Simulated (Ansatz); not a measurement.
**Molecular dynamics of AlClH₄O₂**

Input file:

```yaml
crystal:
  periodic: [false, false, false]
  atoms:
    - { symbol: Al, position_ang: [0.105135, -0.117685, 0.10774] }
    - { symbol: H, position_ang: [0.37538, -0.673275, 1.613457] }
    - { symbol: O, position_ang: [1.534533, 0.277338, -0.716212] }
    - { symbol: H, position_ang: [1.58046, 0.390874, -1.669999] }
    - { symbol: O, position_ang: [-1.380219, -0.614796, -0.536682] }
    - { symbol: H, position_ang: [-1.884726, -0.17361, -1.224765] }
    - { symbol: Cl, position_ang: [-0.396384, 1.889787, 1.593707] }
    - { symbol: H, position_ang: [0.01582, 0.603167, 1.984352] }
basis:
  gaussian: { orbitals: def2-mTZVP }
hamiltonian:
  xc: r2scan
md:
  timestep: 0.5
  n_steps: 200
  ensemble: nve
  temperature: 300.0
  initial_velocities: maxwell_boltzmann
  seed: 3476
```

Run as:

```bash
$ ansatz run input.yaml --threads 4 --pin off --max-ram 5120MiB --backend cpu --events-out ev --progress --plain --runs-dir out
```

It starts at the highest image of a converged band. Of that band: Neighbouring images differ by up to 1.5 eV, so the band resolves the path poorly. A vibrational analysis at the climbing image gives one clearly imaginary mode, 370i cm⁻¹: a first-order saddle point.

Output, in part (one step line in 7, the closing report, with atoms numbered from 0):

```
md step     0: t =     0.00 fs  T =   300.0 K  F+E_penalty+E_count = -23279.91741615 eV  E_kin = 0.232668 eV  conserved = -23279.68474815 eV  (28 SCF iters)
md step     7: t =     3.50 fs  T =   211.2 K  F+E_penalty+E_count = -23279.84802906 eV  E_kin = 0.163788 eV  conserved = -23279.68424057 eV  (31 SCF iters)
md step    14: t =     7.00 fs  T =   156.2 K  F+E_penalty+E_count = -23279.80537562 eV  E_kin = 0.121178 eV  conserved = -23279.68419738 eV  (31 SCF iters)
md step    21: t =    10.50 fs  T =    91.2 K  F+E_penalty+E_count = -23279.75480635 eV  E_kin = 0.070704 eV  conserved = -23279.68410236 eV  (32 SCF iters)
md step    28: t =    14.00 fs  T =    91.5 K  F+E_penalty+E_count = -23279.75522353 eV  E_kin = 0.070959 eV  conserved = -23279.68426450 eV  (31 SCF iters)
md step    35: t =    17.50 fs  T =   162.0 K  F+E_penalty+E_count = -23279.81030064 eV  E_kin = 0.125676 eV  conserved = -23279.68462425 eV  (31 SCF iters)
md step    42: t =    21.00 fs  T =   144.0 K  F+E_penalty+E_count = -23279.79590635 eV  E_kin = 0.111672 eV  conserved = -23279.68423422 eV  (31 SCF iters)
md step    49: t =    24.50 fs  T =   191.3 K  F+E_penalty+E_count = -23279.83262799 eV  E_kin = 0.148347 eV  conserved = -23279.68428056 eV  (31 SCF iters)
md step    56: t =    28.00 fs  T =   191.6 K  F+E_penalty+E_count = -23279.83269593 eV  E_kin = 0.148635 eV  conserved = -23279.68406110 eV  (31 SCF iters)
md step    63: t =    31.50 fs  T =   251.5 K  F+E_penalty+E_count = -23279.87930252 eV  E_kin = 0.195080 eV  conserved = -23279.68422288 eV  (31 SCF iters)
md step    70: t =    35.00 fs  T =   350.2 K  F+E_penalty+E_count = -23279.95609095 eV  E_kin = 0.271578 eV  conserved = -23279.68451294 eV  (30 SCF iters)
md step    77: t =    38.50 fs  T =   391.0 K  F+E_penalty+E_count = -23279.98765416 eV  E_kin = 0.303273 eV  conserved = -23279.68438106 eV  (31 SCF iters)
md step    84: t =    42.00 fs  T =   605.2 K  F+E_penalty+E_count = -23280.15381803 eV  E_kin = 0.469356 eV  conserved = -23279.68446251 eV  (31 SCF iters)
md step    91: t =    45.50 fs  T =   921.7 K  F+E_penalty+E_count = -23280.39890013 eV  E_kin = 0.714865 eV  conserved = -23279.68403466 eV  (30 SCF iters)
md step    98: t =    49.00 fs  T =  1273.2 K  F+E_penalty+E_count = -23280.67144045 eV  E_kin = 0.987404 eV  conserved = -23279.68403608 eV  (29 SCF iters)
md step   105: t =    52.50 fs  T =  1603.7 K  F+E_penalty+E_count = -23280.92819077 eV  E_kin = 1.243769 eV  conserved = -23279.68442193 eV  (31 SCF iters)
md step   112: t =    56.00 fs  T =  1877.5 K  F+E_penalty+E_count = -23281.14117682 eV  E_kin = 1.456144 eV  conserved = -23279.68503311 eV  (31 SCF iters)
md step   119: t =    59.50 fs  T =  2013.7 K  F+E_penalty+E_count = -23281.24696695 eV  E_kin = 1.561764 eV  conserved = -23279.68520270 eV  (30 SCF iters)
md step   126: t =    63.00 fs  T =  1960.0 K  F+E_penalty+E_count = -23281.20498157 eV  E_kin = 1.520062 eV  conserved = -23279.68491968 eV  (30 SCF iters)
md step   133: t =    66.50 fs  T =  1780.7 K  F+E_penalty+E_count = -23281.06572867 eV  E_kin = 1.381075 eV  conserved = -23279.68465346 eV  (29 SCF iters)
md step   140: t =    70.00 fs  T =  1570.7 K  F+E_penalty+E_count = -23280.90239115 eV  E_kin = 1.218194 eV  conserved = -23279.68419696 eV  (30 SCF iters)
md step   147: t =    73.50 fs  T =  1540.9 K  F+E_penalty+E_count = -23280.87946396 eV  E_kin = 1.195038 eV  conserved = -23279.68442599 eV  (29 SCF iters)
md step   154: t =    77.00 fs  T =  1577.9 K  F+E_penalty+E_count = -23280.90817886 eV  E_kin = 1.223780 eV  conserved = -23279.68439878 eV  (31 SCF iters)
md step   161: t =    80.50 fs  T =  1603.6 K  F+E_penalty+E_count = -23280.92768157 eV  E_kin = 1.243700 eV  conserved = -23279.68398155 eV  (31 SCF iters)
md step   168: t =    84.00 fs  T =  1624.3 K  F+E_penalty+E_count = -23280.94370939 eV  E_kin = 1.259778 eV  conserved = -23279.68393138 eV  (31 SCF iters)
md step   175: t =    87.50 fs  T =  1652.4 K  F+E_penalty+E_count = -23280.96568397 eV  E_kin = 1.281511 eV  conserved = -23279.68417273 eV  (31 SCF iters)
md step   182: t =    91.00 fs  T =  1563.9 K  F+E_penalty+E_count = -23280.89744787 eV  E_kin = 1.212898 eV  conserved = -23279.68454953 eV  (32 SCF iters)
md step   189: t =    94.50 fs  T =  1358.1 K  F+E_penalty+E_count = -23280.73810379 eV  E_kin = 1.053281 eV  conserved = -23279.68482297 eV  (31 SCF iters)
md step   196: t =    98.00 fs  T =  1100.6 K  F+E_penalty+E_count = -23280.53818719 eV  E_kin = 0.853595 eV  conserved = -23279.68459199 eV  (32 SCF iters)
md step   200: t =   100.00 fs  T =   981.8 K  F+E_penalty+E_count = -23280.44537958 eV  E_kin = 0.761417 eV  conserved = -23279.68396236 eV  (29 SCF iters)
Total energy: -23280.44539490 eV, -855.5405882099 hartree
Atom 0 at    -0.115129     0.540661    -0.237773 Å, force     0.361150    -2.459918     2.206866 eV/Å
Atom 1 at     0.218097    -4.008992     2.357097 Å, force     0.676952    -0.737178     0.422931 eV/Å
Atom 2 at     1.545522     0.121543    -0.515115 Å, force    -1.581499     1.946715     0.474598 eV/Å
Atom 3 at     2.034807    -0.623594    -0.824417 Å, force     0.022929    -0.807598    -0.501165 eV/Å
Atom 4 at    -1.186352    -0.890171    -0.273088 Å, force     0.903638     1.637292    -0.357185 eV/Å
Atom 5 at    -2.034878    -1.158776    -0.649637 Å, force     0.239144     0.471864     0.070004 eV/Å
Atom 6 at    -0.344788     1.881156     1.566187 Å, force     0.056104    -0.792622    -1.889078 eV/Å
Atom 7 at     0.698779    -4.536638     2.660740 Å, force    -0.678419     0.741444    -0.426972 eV/Å
Dipole moment:    -0.228214    -0.170933    -0.776672 e Å
```

The run went to its last step. The conserved energy stayed within 0.12 meV per atom of its start (net change 0.098 meV per atom), so the integration is sound. The kinetic energy rose, since the run started high on the potential surface and went downhill. It ends in pieces (AlClH2O2 + H2), so much of that is their flight and rotation, not heat. A run of 0.1 ps of so small a system gives no equilibrium averages. The orbitals stay closed-shell, which can raise the energy where a bond breaks towards radicals; this wasn't checked here.

Between its relaxed ends the band would form H2–H8 and break Al1–H2, O3–H8. These pairs go: H2–H8 1.38 → 0.78 Å, Al1–H2 1.63 → 5.25 Å, O3–H8 3.12 → 5.70 Å. In the last frame they stand as after the step (other bonds may differ from the relaxed reactants and products). Also parted: Cl7–H8 1.41 → 6.59 Å. It ends as AlClH2O2 + H2. Pairs count as bonded within 1.25 times the sum of covalent radii (0.12 Å more for H–H).

Last frame:

```xyz
8
Properties=species:S:1:pos:R:3
Al -0.115 0.541 -0.238
H 0.218 -4.009 2.357
O 1.546 0.121 -0.515
H 2.035 -0.624 -0.824
O -1.186 -0.890 -0.273
H -2.035 -1.159 -0.650
Cl -0.345 1.881 1.566
H 0.699 -4.537 2.661
```

Time of the run: 5.2 min on 4 threads of Arm Neoverse V2, with other jobs on the host, peak memory 0.16 GiB.
